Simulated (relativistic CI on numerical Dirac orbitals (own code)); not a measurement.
Method of calculation: Dirac-Coulomb-Breit CI, separate exchange-only KLI orbitals for each configuration, model QED, unscaled Slater integrals (own radial code, finite nucleus).

Configurations in the expansion (outside the closed core 1s2): 2s²2p⁶, 2s²2p⁵3s, 2s²2p⁵3p, 2s²2p⁵3d, 2s2p⁶3s, 2s2p⁶3p, 2s2p⁶3d, 2s²2p⁵4s, 2s²2p⁵4p, 2s²2p⁵4d, 2s²2p⁵4f, 2s2p⁶4s, 2s2p⁶4p, 2s²2p⁴3s², 2s2p⁶4d, 2s2p⁶4f, 2s²2p⁵5s, 2s²2p⁴3s3p, 2s²2p⁵5p, 2s²2p⁵5d, 2s²2p⁵5f, 2s²2p⁵5g, 2s²2p⁴3p², 2s²2p⁴3s3d, 2s²2p⁴3p3d, 2s2p⁵3s², 2s²2p⁴3d², 2s2p⁵3s3p, 2s2p⁵3p², 2s2p⁵3s3d, 2s2p⁶5s, 2s2p⁶5p, 2s2p⁶5d, 2s2p⁶5f, 2s2p⁶5g, 2s2p⁵3p3d. Levels of other configurations are missing.

At this charge energies of transitions that change n are usually good to better than 1 %, and those within a shell (Δn = 0) to a few per cent.

Outline of the computed level scheme of Xe XLV. Lowest level of each configuration: 2s²2p⁶ ¹S0 at 0.00 eV; 2s²2p⁵3s ³P°2 at 4208.89 eV; 2s²2p⁵3p ³P1 at 4301.60 eV; 2s²2p⁵3d ³P°0 at 4496.70 eV; 2s2p⁶3s ³S1 at 4855.31 eV; 2s2p⁶3p ³P°0 at 4948.51 eV; 2s2p⁶3d ³D1 at 5148.19 eV; 2s²2p⁵4s ³P°2 at 5777.79 eV; 2s²2p⁵4p ³P1 at 5816.28 eV.

Some strong electric-dipole decays among the lowest 45 levels: 2s²2p⁵3d ³D°1 → 2s²2p⁶ ¹S0 (4.9e+14 s⁻¹); 2s²2p⁵3d ¹P°1 → 2s²2p⁶ ¹S0 (4.6e+14 s⁻¹); 2s²2p⁵3s ³P°1 → 2s²2p⁶ ¹S0 (2.2e+14 s⁻¹); 2s2p⁶3p ¹P°1 → 2s²2p⁶ ¹S0 (1.2e+14 s⁻¹); 2s2p⁶3p ³P°1 → 2s²2p⁶ ¹S0 (4.1e+13 s⁻¹); 2s²2p⁵3s ¹P°1 → 2s²2p⁶ ¹S0 (3.6e+13 s⁻¹); 2s²2p⁵4s ¹P°1 → 2s²2p⁶ ¹S0 (1.2e+13 s⁻¹); 2s²2p⁵4p ³P1 → 2s²2p⁵3s ³P°2 (1.2e+13 s⁻¹).

LS names give the leading component of a level, which can be under half, so a name can repeat, a term be missing and a line seem to break the LS rules.
